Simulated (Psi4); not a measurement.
pentafluoroethane (C2HF5), singlet, at a GFN2-xTB geometry; R2SCAN/6-311++G** (Psi4).

Here is a job for Psi4.
```
memory 2 GB

molecule mol {
0 1
F     1.251144   -1.248423    0.511104
C     0.931386   -0.169865   -0.218652
F     1.587801    0.883492    0.288926
C    -0.595882    0.079322   -0.141779
F    -1.023063    0.275912    1.097322
F    -0.921973    1.149807   -0.868498
F    -1.255767   -0.963978   -0.648210
H     1.243703   -0.328042   -1.263212
}

set {
  basis 6-311++g**
  reference rks
  puream false
}

energy('r2scan')
print_variables()
```

Task: Write the output that Psi4 gives for this input, abridged.

Result: 
```
   => Loading Basis Set <=

    Name: 6-311++G**
    Role: ORBITAL
    Keyword: BASIS

         ---------------------------------------------------------
                                   SCF
               by Justin Turney, Rob Parrish, Andy Simmonett
                          and Daniel G. A. Smith
                              RKS Reference
         ---------------------------------------------------------

  ==> Geometry <==

    Molecular point group: c1
    Full point group: C1

    Geometry (in Angstrom), charge = 0, multiplicity = 1:

       Center              X                  Y                   Z               Mass
    ------------   -----------------  -----------------  -----------------  -----------------
         F            1.264437693928    -1.251940591923     0.497492652790    18.998403162730
         C            0.944679693928    -0.173382591923    -0.232263347210    12.000000000000
         F            1.601094693928     0.879974408077     0.275314652790    18.998403162730
         C           -0.582588306072     0.075804408077    -0.155390347210    12.000000000000
         F           -1.009769306072     0.272394408077     1.083710652790    18.998403162730
         F           -0.908679306072     1.146289408077    -0.882109347210    18.998403162730
         F           -1.242473306072    -0.967495591923    -0.661821347210    18.998403162730
         H            1.256996693928    -0.331559591923    -1.276823347210     1.007825032230

  Running in c1 symmetry.

  Rotational constants: A =      0.12446  B =      0.07860  C =      0.06575 [cm^-1]
  Rotational constants: A =   3731.32754  B =   2356.29151  C =   1971.02831 [MHz]
  Nuclear repulsion =  358.991627980648502

  Charge       = 0
  Multiplicity = 1
  Electrons    = 58
  Nalpha       = 29
  Nbeta        = 29

  ==> Algorithm <==

  SCF Algorithm Type is DF.
  DIIS enabled.
  MOM disabled.
  Fractional occupation disabled.
  Guess Type is SAD.
  Energy threshold   = 1.00e-06
  Density threshold  = 1.00e-06
  Integral threshold = 1.00e-12

  ==> Primary Basis <==

  Basis Set: 6-311++G**
    Blend: 6-311++G**
    Number of shells: 75
    Number of basis functions: 168
    Number of Cartesian functions: 168
    Spherical Harmonics?: false
    Max angular momentum: 2

  ==> DFT Potential <==

   => LibXC <=

    Version 7.1.2
    S. Lehtola, C. Steigemann, M. J. T. Oliveira, and M. A. L. Marques,  SoftwareX 7, 1–5 (2018) (10.1016/j.softx.2017.11.002)

[...]
   @DF-RKS iter   4:  -575.97424932943284   -4.81925e-03   1.33272e-04 DIIS/ADIIS
   @DF-RKS iter   5:  -575.97441504190090   -1.65712e-04   3.91975e-05 DIIS
   @DF-RKS iter   6:  -575.97442718890306   -1.21470e-05   1.65499e-05 DIIS
   @DF-RKS iter   7:  -575.97442935101935   -2.16212e-06   3.93210e-06 DIIS
   @DF-RKS iter   8:  -575.97442948098444   -1.29965e-07   1.10324e-06 DIIS
   @DF-RKS iter   9:  -575.97442949095137   -9.96693e-09   4.29985e-07 DIIS
  Energy and wave function converged.

  ==> Post-Iterations <==

   Electrons on quadrature grid:
      Ntotal   =   58.0000221347 ; deviation = 2.213e-05

    Orbital Energies [Eh]
    ---------------------

    Doubly Occupied:

[...]
    Virtual:

[...]
     168A     74.164950

    Final Occupation by Irrep:
              A
    DOCC [    29 ]
    NA   [    29 ]
    NB   [    29 ]

  @DF-RKS Final Energy:  -575.97442949095137

   => Energetics <=

    Nuclear Repulsion Energy =            358.9916279806485022
    One-Electron Energy =               -1512.9215658522439298
    Two-Electron Energy =                 641.3074063058492129
    DFT Exchange-Correlation Energy =     -63.3518979252050727
    Empirical Dispersion Energy =           0.0000000000000000
    VV10 Nonlocal Energy =                  0.0000000000000000
    Total Energy =                       -575.9744294909513656

Computation Completed

Properties will be evaluated at   0.000000,   0.000000,   0.000000 [a0]

Properties computed using the SCF density matrix

 Multipole Moments:

 ------------------------------------------------------------------------------------
     Multipole            Electronic (a.u.)      Nuclear  (a.u.)        Total (a.u.)
 ------------------------------------------------------------------------------------

 L = 1.  Multiply by 2.5417464519 to convert [e a0] to [Debye]
 Dipole X            :         -1.2074447            1.4570530            0.2496083
 Dipole Y            :          0.2885672           -0.3855614           -0.0969943
 Dipole Z            :          0.9393666           -1.4918634           -0.5524969
 Magnitude           :                                                    0.6139748

 ------------------------------------------------------------------------------------

  Variable Map:
  ----------------------------------------------------------------------------
[...]
  Array Variable Map:
  ----------------------------------------------------------------------------
[...]
[...]
```
